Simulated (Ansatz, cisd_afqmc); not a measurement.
System: GeSe, charge 0, singlet. GeSe (selanylidenegermanium, SMILES [Ge]=[Se]).
B3LYP-D3(BJ)/def2-TZVP minimum from Ansatz (a program for electronic structure):
```
Ge
Se 1 2.1569
```

Atomisation energy term by term, kcal/mol (programs: Ansatz, cisd_afqmc). Open shells are spin-unrestricted; no spin-orbit coupling. Cores are frozen in correlated methods (noble-gas shells, and filled d and f shells in the p block). No relativity. The Monte Carlo rows (phaseless AFQMC, CISD trial, step 0.005/hartree) carry one-sigma bars that omit the constraint's bias. Outlying blocks are dropped, and bars are widened where a walk drifts. Over all cases where full CI ran beside it in this data, AFQMC minus full CI had a median of +0.1 mEh and passed +0.4 mEh in a tenth of the cases. CBS(X,Y): correlation extrapolated as X^-3, Hartree-Fock from the larger set (Q,5: extrapolated as (X+1)exp(-9√X)). A bracket is a step between two methods taken in the basis named. The T1 diagnostic of GeSe ([Ge]=[Se], singlet) reaches 0.030 in the sets run.

| term | basis | kcal/mol |
|---|---|---|
| Hartree-Fock | CBS(cc-pVQZ,cc-pV5Z) | 63.98 |
| CCSD correlation | CBS(cc-pVQZ,cc-pV5Z) | 48.21 |
| (T) | CBS(cc-pVQZ,cc-pV5Z) | 7.44 |
| CCSDT(Q) - CCSD(T) | cc-pV5Z | 0.59 |
| CCSDTQ - CCSDT(Q) | cc-pVDZ | -0.11 |
| sum: De |  | 120.1 |

The step beyond CCSD(T) by other levels: CCSDTQ in cc-pVDZ 0.77; AFQMC/CISD in cc-pVDZ 0.11 ± 0.26; CCSDT(Q) in cc-pVDZ 0.88; AFQMC/CISD in cc-pVTZ 0.21 ± 0.26; CCSDT(Q) in cc-pVTZ 0.67; CCSDT(Q) in cc-pVQZ 0.62 kcal/mol.
